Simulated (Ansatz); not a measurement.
`CB[SiH3]` and `CBB(C)[SiH3]` differ in one atom or group.

Ansatz, PBE0-D4/def2-TZVP geometries, multiplicity 1. Each molecule was computed in one conformer, which needn't be the lowest.

```
                                          property  `CB[SiH3]`
size of the dipole moment (ωB97M-V/def2-TZVPP) / D        1.22
             HOMO energy (ωB97M-V/def2-TZVPP) / eV      -10.08
           HOMO–LUMO gap (ωB97M-V/def2-TZVPP) / eV       10.22
  size of the dipole moment (B3LYP/def2-TZVPP) / D        1.20
                 HOMO energy (PBE/def2-TZVPP) / eV       -6.70
              HOMO–LUMO gap (PBE0/def2-TZVPP) / eV        6.09
```

(1) What does the change do to each property? (Best estimate.)

Answers

(1) The calculation gave: 
```
                                          property  `CBB(C)[SiH3]`  shift
size of the dipole moment (ωB97M-V/def2-TZVPP) / D            1.26   0.04
             HOMO energy (ωB97M-V/def2-TZVPP) / eV           -9.21   0.87
           HOMO–LUMO gap (ωB97M-V/def2-TZVPP) / eV            9.60  -0.62
  size of the dipole moment (B3LYP/def2-TZVPP) / D            1.23   0.03
                 HOMO energy (PBE/def2-TZVPP) / eV           -5.89   0.81
              HOMO–LUMO gap (PBE0/def2-TZVPP) / eV            5.53  -0.56
```

With PBE0 the HOMO rises by 0.86 eV and the LUMO rises by 0.28 eV, so the gap narrows by about 0.58 eV. PBE moves the HOMO by 0.81 eV and ωB97M-V by 0.87 eV. Dipoles are sizes alone; their direction can turn.

B3LYP here is the variant with VWN-RPA as its local correlation; programs differ in this.
